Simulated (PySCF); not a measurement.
H₃Cl₂GaOSi, SMILES [Cl][Ga]([O][SiH3])[Cl], CAM-B3LYP/def2-SVP optimised geometry.

```
8

Ga    -0.26    -0.94     0.00
Cl    -1.34    -2.76     0.00
Cl     1.86    -0.94     0.00
O     -1.15     0.57     0.00
Si    -1.11     2.22    -0.04
H      0.29     2.72    -0.11
H     -1.76     2.76     1.19
H     -1.86     2.70    -1.23
```

Density from CAM-B3LYP/def2-TZVP (PySCF) at that geometry.

Minimum of the electron density along straight lines between bonded atoms, close to the bond critical point (lines longer than 1.1 times the sum of covalent radii, or with two minima, are not listed):

| bond | length / Å | ρ at the minimum / e bohr⁻³ | ∇²ρ there / e bohr⁻⁵ | position (fraction from the first atom) |
|---|---|---|---|---|
| Ga1–Cl2 | 2.116 | 0.104 | 0.28 | 0.44 |
| Ga1–Cl3 | 2.122 | 0.102 | 0.28 | 0.44 |
| Ga1–O4 | 1.747 | 0.143 | 0.83 | 0.49 |
| O4–Si5 | 1.658 | 0.130 | 0.78 | 0.59 |
| Si5–H6 | 1.490 | 0.123 | 0.13 | 0.49 |
| Si5–H7 | 1.487 | 0.124 | 0.13 | 0.49 |
| Si5–H8 | 1.487 | 0.124 | 0.13 | 0.49 |
